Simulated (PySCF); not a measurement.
A structure optimised at PBE-D3(BJ)/def2-SVP, used in a PySCF frequency run:

```xyz
10

C     -1.6678     0.0665     1.1615
Si    -0.3114    -0.8118     0.2443
Cl    -0.5383    -0.6020    -1.7982
O      1.2084    -0.0941     0.6832
C      1.4084     1.1805     0.7387
N      1.6182     2.3372     0.8071
H     -1.5355    -0.0567     2.2555
H     -2.6588    -0.3372     0.8734
H     -1.6468     1.1492     0.9226
H     -0.0861    -2.2445     0.5804
```
Charge 0, spin multiplicity 1.

Task: Write its SMILES and formula.

Result: C[Si@@H](Cl)OC#N, C2H4ClNOSi

Task: What are its rotational constants (standard atomic weights)?

Result: 3.2484, 1.5550, 1.2914 GHz
